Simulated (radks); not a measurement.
Q: Species: Fe. Configuration: [Ar] 3d6 4s1 4p1 (not the ground configuration). Method: Dirac Kohn-Sham, revPBE, spin-unpolarised, spherical densities, finite nucleus; open shells fill j = l - 1/2 first; Fermi nuclear charge, rms radius 3.7377 fm; computed with a radial shooting solver on a logarithmic mesh with Libxc functionals. Some entries of the table are withheld. Estimate them.

orbital  occ.  eigenvalue (eV)  <r> (bohr)
1s1/2       2        -6999.621     0.05845
2s1/2       2        -821.1302      0.2667
2p1/2       2        -708.0462      0.2334
2p3/2       4        -695.5664      0.2364
3s1/2       2              (1)      0.8106
3p1/2       2              (2)      0.8515
3p3/2       4              (3)      0.8609
3d3/2       4          -9.1662       1.122
3d5/2       2          -9.0131       1.129
4s1/2       1          -6.2641       2.917
4p1/2       1          -2.0929         (4)
4p3/2       0          -2.0420         (5)

A: 
(1) 3s1/2 eigenvalue (eV): -95.7211
(2) 3p1/2 eigenvalue (eV): -62.7382
(3) 3p3/2 eigenvalue (eV): -61.2011
(4) 4p1/2 <r> (bohr): 4.159
(5) 4p3/2 <r> (bohr): 4.210
